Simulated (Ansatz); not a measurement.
Total energies of the cluster Pb₂O⁺ (the lowest doublet isomer of a short search) from Ansatz at PBE-D4/def2-TZVP, gas phase (1 Eh = 27.2114 eV = 2625.5 kJ/mol). The reference geometry is relaxed at PBE-D4/def2-TZVP.

```xyz
3

Pb    0.707    0.780   -1.372
Pb    0.029   -1.192    1.253
O    -0.736    0.412    0.119
```

```
           state                     geometry  energy (Eh)
charge 1 doublet                    reference   -460.80827
charge 0 singlet                    reference   -461.02049
charge 1 quartet  relaxed at PBE-D4/def2-TZVP   -460.70417
```

In the def2 sets Pb takes a core potential; there is no spin–orbit coupling.

**Question.** Work out the vertical electron affinity, to the singlet.

**Answer.** E(charge 1 doublet) − E(charge 0 singlet) = -460.80827 − (-461.02049) = 0.21222 Eh = 5.77 eV.

**Question.** Which of the charge 1 states is lowest, and how far above it are the others?

**Answer.** The doublet. quartet: -460.70417 − (-460.80827) = 0.10410 Eh = 273.3 kJ/mol.

A triplet lies near this restricted singlet, and broken spin symmetry wasn't tried. 

The structure comes from a short search, and lower isomers may exist.
